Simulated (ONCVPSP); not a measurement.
What one change does to a pseudopotential (Sr (Z = 38), ONCV)

strontium (Sr), optimised norm-conserving Vanderbilt (ONCV), made with ONCVPSP 4.0.1 (PBEsol, scalar-relativistic). Core [Kr], reference 5s1.5 5p0.5. Waves: 5s: rc 3.95 bohr, ncon 4, nbas 7, qcut 1.8 1/bohr, 2 projectors, debl 2.2 Ha; 5p: rc 3.70 bohr, ncon 4, nbas 9, qcut 2.5 1/bohr, 3 projectors, debl 0.8 Ha; d scattering state at 0.06 Ha: rc 4.20 bohr, ncon 5, nbas 8, qcut 2.3 1/bohr, 2 projectors, debl 0.3 Ha. Local part: polynomial inside 3.40 bohr (lpopt 5, dvloc0 1 Ha). Core correction: none.

In the d channel the program set the typed energies aside and used -0.064, 0.236 Ha.

All-electron outer shells of the reference configuration (PBEsol, scalar-relativistic, ld1.x):

| shell | level (eV) | outermost node (bohr) | outermost maximum (bohr) |
| --- | --- | --- | --- |
| 4p | -23.47 | 0.61 | 1.33 |
| 5s | -3.88 | 1.65 | 3.67 |
| 5p | -1.56 | 1.96 | 4.83 |

Change: s: qcut 1.5.

Cutoffs: the cutoffs (Ha) at which the residual kinetic energy of the hardest occupied pseudo-wave falls to 1 and 0.1 mHa per electron; they do not see the model core or the augmentation charge, which bear on the density cutoff. Errors are all-electron minus pseudo energies relative to the spin-unpolarised reference configuration.

Q: How do hardness, ghosts and transferability respond?

A: The potential gets harder (1.5 Ha and 4.2 Ha → 1.9 Ha and 6.4 Ha); both files keep a bound ghost (p); of the 4 tests that both files solve, the error grows in 0 and shrinks in 1 by more than 15 % and 0.3 meV (median size 5.5 → 5.6 meV).

```csv
quantity,base,changed
"cutoff, loose",1.5 Ha,1.9 Ha
"cutoff, tight",4.2 Ha,6.4 Ha
loose cutoff by channel,"s 1.5 Ha, p 0.7 Ha","s 1.9 Ha, p 0.7 Ha"
bound ghosts,p,p
GHOST(+) flags under 300 eV,s at 66.5 eV,s at 67.1 eV
"error for 5s2 5p0, meV [ΔE -1.15 eV]",+1.2,+0.8
"error for 5s1 5p0, meV [ΔE 4.75 eV]",-8.0,-8.4
"error for 5s1.5 5p0, meV [ΔE 1.20 eV]",-2.9,-2.9
"error for 4d0.5 5s1.5 5p0, meV [ΔE 0.00 eV]",+55,+56
s: phases at 4.01 bohr within 0.05 rad from the reference energy up to (Ha; the scan ends near 5),0.6,0.7
p: phases at 3.76 bohr within 0.05 rad from the reference energy up to (Ha; the scan ends near 5),3.5,3.5
d: phases at 4.26 bohr within 0.05 rad from the reference energy up to (Ha; the scan ends near 5),1.5,1.5
```

Base: The cutoffs count occupied waves only; projector 3 of the p channel, the hardest unoccupied one, needs 25 Ha at the loose tolerance. Changed file: The cutoffs count occupied waves only; projector 3 of the p channel, the hardest unoccupied one, needs 25 Ha at the loose tolerance. A true bound ghost makes a file unfit for plane-wave use even where its test errors are small: the radial tests pick states by their node count and pass the ghost by.
